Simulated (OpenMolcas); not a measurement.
What dynamic correlation does to the levels of Ti2+

| Quantity | Value |
| --- | --- |
| Program | OpenMolcas 26.06 |
| Basis | ANO-RCC-VQZP [7s6p4d3f2g1h] |
| Scalar Hamiltonian | DKH2, point nucleus |
| Active space | 8 electrons in 8 orbitals (RAS1 3p, at most 2 holes; RAS2 3d) |
| State averaging | 2S+1 = 3 even, 10 roots; 2S+1 = 1 even, 15 roots |
| Spin-orbit coupling | RASSI with atomic mean-field integrals over the reference wave functions, term energies averaged over their components |

Methods on the same reference wave functions:
A. RASSCF
B. SS-RASPT2, IPEA 0.25 Eh, imaginary shift 0.1 Eh (closed shells correlated: 3s)

Energies in cm-1 above 3d2 3F2, the measured ground level; measured values from Corliss and Sugar, J. Phys. Chem. Ref. Data 8, 1 (1979).

```json
{"Level": "3d2 3F2", "A": "0.0", "B": "0.0", "Measured": "0.0"}
{"Level": "3d2 3F3", "A": "214", "B": "215", "Measured": "185"}
{"Level": "3d2 3F4", "A": "492", "B": "493", "Measured": "420"}
{"Level": "3d2 1D2", "A": "10511", "B": "8350", "Measured": "8474"}
{"Level": "3d2 3P0", "A": "13043", "B": "10880", "Measured": "10538"}
{"Level": "3d2 3P1", "A": "13116", "B": "10960", "Measured": "10604"}
{"Level": "3d2 3P2", "A": "13267", "B": "11110", "Measured": "10721"}
{"Level": "3d2 1G4", "A": "18486", "B": "14270", "Measured": "14398"}
{"Level": "3d2 1S0", "A": "38135", "B": "31100", "Measured": "32476"}
```

Deviations, from unrounded energies. A percentage is the sum of absolute deviations over the sum of measured energies, with the sign that they share, or ± where signs differ.

```tsv
Against measurement	Levels	A	B
mean absolute deviation (cm-1)	8	2400	350
fine structure of the ground term (%)	2	+16.6	+16.9
other terms of the ground configuration (%)	6	+22.2	±3.1
```

B lies closest to measurement on these levels. The largest miss of B in the table is 3d2 1S0, by -1400 cm-1. The ranking rests on the paired levels alone, and a cruder setting can come out closer through cancelling errors.

From A to B the spin-free energies of the other terms of 3d2 shown, above 3F, scale by factors of 0.77 to 0.83, as is usual when dynamic correlation screens the repulsion within a d or f shell.

The lowest spin-free term lies below A's lowest term by 0.268 hartree in B.

CASPT2 does not keep the components of a term degenerate, so their means are used; among the terms shown or strongly mixed into the levels shown the widest spread is 450 cm-1 (3d2 3F, B). Active for correlation alone: 3p; no level in the range computed is led by a configuration that opens it, so any true level of that kind is missing. Without dynamic correlation excited terms often stand tens of per cent too high (terms of higher spin than the ground term too low), and those without a measured partner can miss by more than the paired ones (holds for A). Measured partners are found by configuration, term and J. A level has none where our copy of the source lacks it or the pairing is in doubt (some pairs that miss far off the trend of their configuration count as doubtful), and it then counts in no deviation. Levels of configurations outside the active space are missing.
